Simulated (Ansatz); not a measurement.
Abridged output of a molecular run in Ansatz:

```
Functional definition: HF
1246 factors; integrals over basis functions are off by at most 6.2e-4 eV
mean field evaluation 1: about -45642.3042 eV, gradient 5.6e1 eV
mean field evaluation 2: about -45642.3631 eV, gradient 5.6e1 eV
mean field evaluation 4: about -45648.4663 eV, gradient 2.8e0 eV
mean field evaluation 8: about -45648.5208 eV, gradient 1.6e-1 eV
mean field -45648.52099755 eV, -1677.5522049813 hartree, gradient 1.6e-6 eV, S^2 0.000000; 0 other end points of the search recorded, 0 dependent functions left out
24 core orbitals not correlated: weight in the atoms' cores, before any rotation towards them, 1.000 or more for the frozen orbitals, at most 0.000 for the correlated occupied ones
reference -45648.52099755 eV, -1677.5522049813 hartree; 24, 24 occupied and 90, 90 virtual orbitals, 1246 factors
second order -30.79623370 eV of doubles, -0.00000000 eV of singles
cycle   1  -31.11236206 eV  change   -3.2e-1 eV  update   1.3e-1
cycle   2  -31.71867066 eV  change   -6.1e-1 eV  update   3.6e-2
cycle   3  -31.89170370 eV  change   -1.7e-1 eV  update   1.9e-2
cycle   4  -31.88544984 eV  change    6.3e-3 eV  update   3.3e-3
cycle   5  -31.88188025 eV  change    3.6e-3 eV  update   1.3e-3
cycle   6  -31.88191397 eV  change   -3.4e-5 eV  update   3.3e-4
cycle   7  -31.88178323 eV  change    1.3e-4 eV  update   1.1e-4
cycle   8  -31.88169793 eV  change    8.5e-5 eV  update   3.1e-5
cycle   9  -31.88169520 eV  change    2.7e-6 eV  update   1.1e-5
perturbative correction -0.58402533 eV, -0.0214625351 hartree
Total energy: -45680.98671809 eV, -1678.7452982048 hartree
```

Its atoms:

Z-matrix (Å, degrees):
```
Al
S 1 2.336
F 1 1.644 2 109.1
S 1 2.336 2 97.3 3 111.3
F 1 1.644 2 107.4 3 -135.9
Al 1 3.085 2 48.7 3 111.1
H 2 1.348 1 93.0 3 156.3
H 4 1.348 1 93.0 2 -92.8
F 6 1.644 1 118.1 2 -91.3
F 6 1.644 1 118.5 2 88.7
```

Which basis set was used?
A. def2-SVP
B. def2-TZVPPD
C. def2-QZVPP
D. cc-pV(Q+d)Z

A. It gives 138 functions.

Write the keys of the input that set method, charge and spin (a neutral closed shell needs none for the last two).


```yaml
correlation: {method: ccsd_t}
```
